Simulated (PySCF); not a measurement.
Species: C₅H₇NSi.
Z-matrix (Å and degrees, GFN2-xTB geometry), rows numbered from 1:
```
Si
C   1  1.8907
C   2  1.3929  1  120.95
C   3  1.3846  2  119.51  1   179.89
N   4  1.3227  3  123.38  2    -0.01
C   5  1.3220  4  117.65  3     0.11
C   6  1.3855  5  123.38  4    -0.09
H   1  1.4646  2  108.42  3    63.93
H   1  1.4645  2  108.43  3   -55.47
H   1  1.4628  2  108.35  3  -175.69
H   3  1.0803  2  120.33  1    -0.06
H   4  1.0828  3  121.10  2  -179.99
H   6  1.0830  5  115.51  4   179.94
H   7  1.0801  2  120.41  1     0.11
```

NICS = −σ at a ghost point: NICS(0) at the centroid of the ring atoms, NICS(1) 1 Å to either side along the normal of their mean plane, zz for the tensor component along that normal. Level: GIAO PBE0/pcSseg-1 (PySCF, non-relativistic, gas phase) on the GFN2-xTB geometry, one conformer.

Ring bond lengths (Å), with Mayer bond orders in brackets: C2–C3 1.393 (1.39), C3–C4 1.385 (1.41), C4–N5 1.323 (1.48), N5–C6 1.322 (1.48), C6–C7 1.386 (1.39), C7–C2 1.392 (1.41).

**Question.** Give the NICS values of each ring in ppm.

**Answer.** 
| ring | type | NICS(0) | NICS(1), two faces | NICS(1)zz, two faces | rms pucker (Å) | centre to ring atoms, mean (Å) |
| --- | --- | --- | --- | --- | --- | --- |
| C2–C3–C4–N5–C6–C7 | 6-membered ring with N; formal bonds all aromatic | -6.6 | -11.2 / -11.1 | -28.5 / -28.5 | 0.00 | 1.37 |

**Question.** What can be read from them?

**Answer.** 
- C2–C3–C4–N5–C6–C7: mean NICS(1)zz -28.5 ppm, shielded. The ring is flat and has no four-coordinate atom; by the NICS criterion it is aromatic.

**Question.** And the bond-length index? HOMA = 1 − mean of α(R − Ropt)² over the ring bonds, with Krygowski's 1993 parameters (CC: Ropt 1.388 Å, α 257.7 Å⁻²; CN: Ropt 1.334 Å, α 93.52 Å⁻²).

**Answer.** 
- C2–C3–C4–N5–C6–C7: HOMA 0.99; the largest term is that of N5–C6, α(R − Ropt)² = 0.01. The geometric and the magnetic index point the same way.

**Question.** What is the mean of the two in-plane components of NICS at the first NICS(1) probe listed for ring C2–C3–C4–N5–C6–C7, 1 Å off the ring?

**Answer.** The isotropic value is a third of the trace: (3 × -11.2 − (-28.5))/2 = -2.5 ppm.

**Question.** Give the inner angles of the rings and the Hirshfeld charges of the ring atoms.

**Answer.** 
- C2–C3–C4–N5–C6–C7: C2 116.6° (-0.079 e), C3 119.5° (-0.052 e), C4 123.4° (+0.017 e), N5 117.6° (-0.160 e), C6 123.4° (+0.017 e), C7 119.5° (-0.053 e); sum 720.0° against 720° for a flat convex ring.

**Question.** What are the shieldings of the ring atoms and their hydrogens in the same run (means over atoms taken as equivalent)?

**Answer.** 
| atoms | environment | σ isotropic (ppm) | principal values of the symmetric part, first atom (ppm) |
| --- | --- | --- | --- |
| C2 | substituted aromatic carbon | 41.7 | -61.3, -10.1, 196.6 |
| C3 (×2) | aromatic CH carbon | 51.7 | -67.8, 49.3, 173.8 |
| C4 (×2) | aromatic CH next to a ring nitrogen | 31.9 | -78.5, 27.8, 147.6 |
| N5 | pyridine-type nitrogen | -95.7 | -420.1, -178.2, 311.1 |
| H11 (×2) | aromatic hydrogen | 24.14 | 20.9, 22.3, 29.3 |
| H12 (×2) | aromatic hydrogen | 22.74 | 18.8, 22.5, 26.9 |

On one thread of an Arm Neoverse N1, no GPU, shared host, this took 42 s. This is the whole shielding run at PBE0/pcSseg-1, SCF included.
